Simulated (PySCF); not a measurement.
Molecule: C2H8ClSi2, net charge 0, doublet state. It need not be the lowest isomer of its formula. 
Geometry from a B3LYP-D3(BJ)/def2-TZVP (Ansatz) optimisation:
```
Si
H 1 1.4872
C 1 1.8764 2 110.40
H 3 1.0909 1 111.32 2 54.79
H 3 1.0917 4 108.04 1 -121.38
H 3 1.0922 4 108.21 5 -116.83
C 1 1.8804 2 110.10 3 -123.12
H 7 1.0908 1 111.38 2 -55.77
H 7 1.0914 8 108.13 1 121.43
H 7 1.0930 8 108.21 9 117.04
Si 1 2.3503 2 106.73 7 -119.62
H 11 1.4907 1 115.68 2 61.36
Cl 11 2.0927 12 105.80 1 -118.98
```
Charge 0, spin multiplicity 2.

Dispersion corrections to the total energy (kcal/mol) from the dftd3 and dftd4 libraries through PySCF: D3(BJ) without and D4 with the three-body term, each with the damping fitted for the functional named.

```tsv
functional	D3(BJ)	D4
BP86	-14.61	[?]
PBE	-8.20	-8.06
B3LYP	-14.96	-12.99
r2SCAN	-2.49	[?]
TPSS	-10.72	-10.82
BHLYP	-12.45	[?]
CAM-B3LYP	-7.46	-7.21
```

Some entries are withheld; supply them.


- BP86, D4: -11.32
- r2SCAN, D4: -2.06
- BHLYP, D4: -10.73
